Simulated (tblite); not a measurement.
Task: Give a GFN2-xTB geometry of `C[Si@@H]1OC[C@@H]1C#N`.

Result: 
```
atom  x, y, z in Å
C1     2.116    0.063   -0.024
Si2    0.497   -0.902   -0.102
O3    -0.398   -0.677   -1.478
C4    -1.538   -0.072   -0.864
C5    -1.092   -0.043    0.605
C6    -0.928    1.264    1.131
N7    -0.756    2.326    1.528
H8     1.947    1.135   -0.078
H9     2.646   -0.146    0.898
H10    2.764   -0.217   -0.849
H11    0.569   -2.312    0.276
H12   -2.417   -0.694   -1.038
H13   -1.698    0.917   -1.296
H14   -1.713   -0.641    1.268
```

Any rigid rotation of these coordinates is as good. Atoms count from 1 in this order. The 2 C–Si bonds span 1.886 Å (C1–Si2, drawn single) to 1.940 Å (Si2–C5, drawn single), a spread of 0.054 Å. Si2 (oxygen-bound silicon) has angles from 78.4° to 117.5°. The 4-membered ring Si2–O3–C4–C5 has internal angles of 78.4° to 100.8°; it is planar, 0.01 Å rms from its mean plane, widest ring torsion 1°. The 2 C–C bonds span 1.419 Å (C5–C6, drawn single) to 1.535 Å (C4–C5, drawn single), a spread of 0.116 Å.

Bonds between heavy atoms (Å): C1–Si2 1.886, Si2–O3 1.657, O3–C4 1.429, C4–C5 1.535, C5–C6 1.419, C6≡N7 1.146, Si2–C5 1.940.

Structure optimised with GFN2-xTB, isolated species.

Point group: C1 (no symmetry element, even within 0.4 Å). Its GFN2-xTB frequencies are all real (lowest 79 cm⁻¹). 3 starts were optimised and ended at 0.00, 0.01 and 0.03 kcal/mol (GFN2-xTB); the lowest of these is shown.

The numbers are calculated, not measured.
